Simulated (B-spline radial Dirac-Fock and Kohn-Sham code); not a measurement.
Z = 73 (tantalum), transition energy 89.1 keV. Level of theory: a Dirac-Hartree-Slater potential of the neutral atom with a Latter tail (no hole, which puts coefficients of high multipoles low close above an edge), finite nucleus with surface currents; a radial finite-basis atomic code. Subshells that would emit electrons below 1 keV are left out.

Q: A pure transition shows α(K) = 5.09, L1/L2 = 10.5 and L1/L3 = 85.0. What is its multipolarity?
A. M2
B. E2
C. E3
D. M1
E. E1
F. M3
G. M4
H. E4

A: D. For comparison, α(K), L1/L2, L1/L3 are E1 0.402, 3.05, 2.68; E2 1.09, 0.0654, 0.0697; E3 2.05, 0.0221, 0.0264; E4 3.65, 0.0254, 0.0320; M2 42.0, 8.65, 4.05; M3 141, 6.35, 0.721; M4 361, 4.93, 0.298.

Values without a named source are computed, but for edge energies of neutral atoms, which are taken from tables.
